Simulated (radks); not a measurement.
Valence configurations of the beryllium ion Be+ (all share [He]). All-electron calculation, scalar-relativistic Kohn-Sham, PBE, spin-unpolarised, spherical densities, finite nucleus; Fermi nuclear charge, rms radius 2.519 fm; without spin polarisation the odd electron is poorly described. Program: a radial shooting solver on a logarithmic mesh with Libxc functionals. Energies are relative to 2s1; eigenvalues in eV.

valence	E (eV)	e(2p)	e(2s)
2s1	0.000	-	-13.700
2s0.5 2p0.5	1.958	-9.817	-13.727
2p1	3.909	-9.855	-

NIST lists [He] 2s1 as the ground configuration; this level of theory agrees among the configurations tried. The energies are those of spherical spin-averaged densities, not of single terms.
